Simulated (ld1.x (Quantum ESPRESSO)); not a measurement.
Varying the TM potential for Ta

Base potential:

| Item | Value |
| --- | --- |
| Element | tantalum (Ta) |
| Generator | ld1.x (Quantum ESPRESSO) 7.5 |
| Type | norm-conserving Troullier–Martins (Kleinman–Bylander form) |
| Functional | PBE |
| Relativity | scalar-relativistic |
| Frozen core | [Kr] 4d10 4f14 5s2 |
| Valence charge | 11 |
| Reference configuration | 5p6 5d3 6s1 6p0 (charge +1) |
| Partial waves | 6s (bound): rc 1.95 bohr; 5p (bound): rc 1.60 bohr; 5d (bound): rc 1.65 bohr; 5f channel at 0.2 Ry: rc 1.75 bohr |
| Local potential | all-electron potential smoothed inside 1.55 bohr (lloc = -1) |
| Core correction | a·sin(br)/r model core, default radius (core density twice the valence density) |

All-electron outer shells of the reference configuration (PBE, scalar-relativistic, ld1.x):

| shell | level (eV) | outermost node (bohr) | outermost maximum (bohr) |
| --- | --- | --- | --- |
| 5p | -46.62 | 0.58 | 1.13 |
| 4f | -31.91 | – | 0.44 |
| 6s | -11.62 | 1.32 | 2.68 |
| 5d | -10.49 | 0.65 | 1.56 |
| 6p | -6.61 | 1.58 | 3.48 |

Cutoffs, loose and tight: the cutoffs (Ry, on a coarse ladder) from which the occupation-weighted sum of valence levels, in a spherical-Bessel basis at the reference potential, stays within 10 and 1 mRy of its value at 400 Ry. They do not see the model core or the augmentation charge, which bear on the density cutoff. Test errors are all-electron minus pseudo excitation energies from the reference, over the configurations 5p6 5d3 6s2 6p0; 5p6 5d3 6s0 6p0; 5p6 5d2 6s0 6p0; 5p5 5d3 6s2 6p0; 5p6 5d4 6s1 6p0; 5p6 5d3 6s1.5 6p0; 5p6 5d3 6s1 6p1. A dash means not determined; rows that change the core or the reference have their own tests. The largest error is taken over the tests solved by every variant that gives reliable tests at all: 5p6 5d2 6s0 6p0; 5p6 5d3 6s0 6p0; 5p6 5d3 6s1 6p1.

A true bound ghost makes a file unfit for plane-wave use even where its test errors are small: the radial tests pick states by their node count and pass the ghost by. Where a test does run into it, the solver fails or the error is huge.

| change | outcome | cutoff, loose | cutoff, tight | bound ghosts | largest test error (meV) |
| --- | --- | --- | --- | --- | --- |
| base | generated | 50 Ry | 90 Ry | f, s | -39 |
| all radii but the core radius scaled by about 0.79 (s 1.54, p 1.26, d 1.30, f 1.38 bohr); local potential all-electron potential smoothed inside 1.22 bohr (lloc = -1) | generated | 180 Ry | over 300 Ry | s, f | -10602 |
| all radii but the core radius scaled by about 0.89 (s 1.74, p 1.42, d 1.46, f 1.56 bohr); local potential all-electron potential smoothed inside 1.38 bohr (lloc = -1) | generated | 80 Ry | 110 Ry | f, s | -58 |
| all radii but the core radius scaled by about 1.04 (s 2.02, p 1.66, d 1.72, f 1.82 bohr); local potential all-electron potential smoothed inside 1.60 bohr (lloc = -1) | generated | 45 Ry | 80 Ry | f, s | -34 |
| all radii but the core radius scaled by about 1.10 (s 2.14, p 1.76, d 1.82, f 1.92 bohr); local potential all-electron potential smoothed inside 1.70 bohr (lloc = -1) | generated | 40 Ry | 70 Ry | s | -30 |
| all radii but the core radius scaled by about 1.38 (s 2.70, p 2.22, d 2.28, f 2.42 bohr); local potential all-electron potential smoothed inside 2.16 bohr (lloc = -1) | generated | 30 Ry | 40 Ry | s | +50 |

Task: What comes out with this change to the base: all radii but the core radius scaled by about 1.22 (s 2.38, p 1.96, d 2.02, f 2.14 bohr); local potential all-electron potential smoothed inside 1.90 bohr (lloc = -1)?

Result: outcome: generated; cutoff, loose: 30 Ry; cutoff, tight: 45 Ry; bound ghosts: p, s; largest test error (meV): -288.

Reading the sweep of the scale of all radii but the core radius (base = 1) (base included, trends over the rows without a ghost): Bound ghosts are found at 0.79, 0.89, 1, 1.04, 1.1, 1.22, 1.38. Every judged row has one, so this setting neither creates nor removes them.
